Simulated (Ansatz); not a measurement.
`C[CH2][SnH3]` + `NBF` → `FBN[CH2][SnH3]` + CH₄ at 600 K and 1 bar (substitution at a C–C bond).

Calculated with Ansatz (gas phase, PBE0-D4/def2-TZVP geometries, no zero-point term in ΔE). CBS: MP2 limit from def2 TZ/QZ plus the TZ coupled-cluster correction, frozen cores. This one scheme is used for every species. def2 core potentials past Kr. For Sn outer-core shells are correlated without core-valence functions, which leaves a few kJ/mol of doubt a bond. Each species was taken in one conformer, which may not be the lowest.

```
         species  CCSD(T)/CBS energy (Eh)  H − E (kJ/mol)  S (J/(mol·K))
  `C[CH2][SnH3]`               -294.92046           279.1          412.2
           `NBF`               -181.19761           145.2          305.2
`FBN[CH2][SnH3]`               -435.64520           282.2          480.7
             CH₄                -40.46206           140.4          215.7
```

H − E and S are ideal-gas, rigid-rotor, harmonic terms from PBE0-D4/def2-TZVP, for one conformer and one mirror image of each species. 1 Eh = 2625.50 kJ/mol, R = 8.31446 J/(mol·K).

Question: By hand: ΔE, ΔH, ΔS and ΔG.

Answer: ΔE = (-435.64520) + (-40.46206) − (-294.92046) − (-181.19761) = 0.01081 Eh = 28.4 kJ/mol. Δ(H − E) = 282.2 + 140.4 − 279.1 − 145.2 = -1.7, so ΔH = 26.7 kJ/mol. ΔS = 480.7 + 215.7 − 412.2 − 305.2 = -21.0 J/(mol·K). ΔG = 26.7 − 600 × (-21.0)/1000 = 39.3 kJ/mol.

Question: By hand: the equilibrium constant, and the temperature at which ΔG would vanish if ΔH and ΔS stayed fixed.

Answer: log₁₀ K = −ΔG/(RT ln 10) = -3.4. ΔH and −TΔS have one sign here, so there is no such temperature.

TΔS isn't small against ΔH here. A doubt of 5 kJ/mol in ΔE shifts log₁₀ K by 0.4 here. Other conformers and mirror images would add mixing entropy, several J/(mol·K) or more a flexible species. Modes under 60 cm⁻¹, often nearly free rotors, make the harmonic entropy too high. These are equilibria of isolated gas molecules and say nothing of rates. Largest T1 diagnostic: 0.013 (customary marks: 0.02 for closed shells, 0.045 for open ones).
